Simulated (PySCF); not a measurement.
CH, doublet, at a GFN2-xTB geometry; CAMB3LYP/cc-pVTZ in PySCF.

Input for PySCF:
```python
from pyscf import gto, scf, dft

mol = gto.M(
    atom='''
C    -0.000000   -0.000000   -0.159091
H     0.000000    0.000000    0.954548
''',
    basis='cc-pvtz',
    charge=0,
    spin=1,
    verbose=4,
)

mf = dft.UKS(mol)
mf.xc = 'camb3lyp'
mf.kernel()
```

What the program printed (banner, timings and long lists left out):

```
PySCF version 2.14.0

[INPUT] verbose = 4
[INPUT] num. atoms = 2
[INPUT] num. electrons = 7
[INPUT] charge = 0
[INPUT] spin (= nelec alpha-beta = 2S) = 1
[INPUT] symmetry False subgroup None
[INPUT] Mole.unit = angstrom
[INPUT] Symbol           X                Y                Z      unit          X                Y                Z       unit  Magmom
[INPUT]  1 C      0.000000000000   0.000000000000  -0.159091000000 AA    0.000000000000   0.000000000000  -0.300638418883 Bohr   0.0
[INPUT]  2 H      0.000000000000   0.000000000000   0.954548000000 AA    0.000000000000   0.000000000000   1.803834292751 Bohr   0.0

nuclear repulsion = 2.85107046854501
number of shells = 15
number of NR pGTOs = 58
number of NR cGTOs = 44
basis = cc-pvtz
ecp = {}

******** <class 'pyscf.dft.uks.UKS'> ********
method = UKS
initial guess = minao
damping factor = 0
level_shift factor = 0
DIIS = <class 'pyscf.scf.diis.CDIIS'>
diis_start_cycle = 1
diis_space = 8
diis_damp = 0
SCF conv_tol = 1e-09
SCF conv_tol_grad = None
SCF max_cycles = 50
direct_scf = True
direct_scf_tol = 1e-13
number electrons alpha = 4  beta = 3
XC library pyscf.dft.libxc version 7.1.2
    S. Lehtola, C. Steigemann, M. J. T. Oliveira, and M. A. L. Marques,  SoftwareX 7, 1–5 (2018)
XC functionals = camb3lyp
    T. Yanai, D. P. Tew, and N. C. Handy,  Chem. Phys. Lett. 393, 51 (2004)
radial grids:
    Treutler-Ahlrichs [JCP 102, 346 (1995); DOI:10.1063/1.469408] (M4) radial grids

becke partition: Becke, JCP 88, 2547 (1988); DOI:10.1063/1.454033
pruning grids: <function nwchem_prune>
grids dens level: 3
symmetrized grids: False
atomic radii adjust function: <function treutler_atomic_radii_adjust>
small_rho_cutoff = 0
Set gradient conv threshold to 3.16228e-05
tot grids = 23928
init E= -38.2637884697727

cycle= 1 E= -38.4587285457343  delta_E= -0.195  |g|= 0.121  |ddm|= 0.698
cycle= 2 E= -38.4675075642528  delta_E= -0.00878  |g|= 0.0535  |ddm|= 0.132
cycle= 3 E= -38.4689352995307  delta_E= -0.00143  |g|= 0.0098  |ddm|= 0.0535
cycle= 4 E= -38.4690275573796  delta_E= -9.23e-05  |g|= 0.00253  |ddm|= 0.0132
cycle= 5 E= -38.469034285655  delta_E= -6.73e-06  |g|= 0.000496  |ddm|= 0.00422
cycle= 6 E= -38.4690346774124  delta_E= -3.92e-07  |g|= 0.000109  |ddm|= 0.00105
cycle= 7 E= -38.4690347005129  delta_E= -2.31e-08  |g|= 2.99e-05  |ddm|= 0.000283
cycle= 8 E= -38.4690347027597  delta_E= -2.25e-09  |g|= 4.98e-06  |ddm|= 0.000122
cycle= 9 E= -38.4690347028138  delta_E= -5.41e-11  |g|= 5.6e-07  |ddm|= 2.08e-05
Extra cycle  E= -38.4690347028146  delta_E= -8.74e-13  |g|= 2.99e-07  |ddm|= 1.45e-06
converged SCF energy = -38.4690347028146  <S^2> = 0.75297768  2S+1 = 2.0029755
```
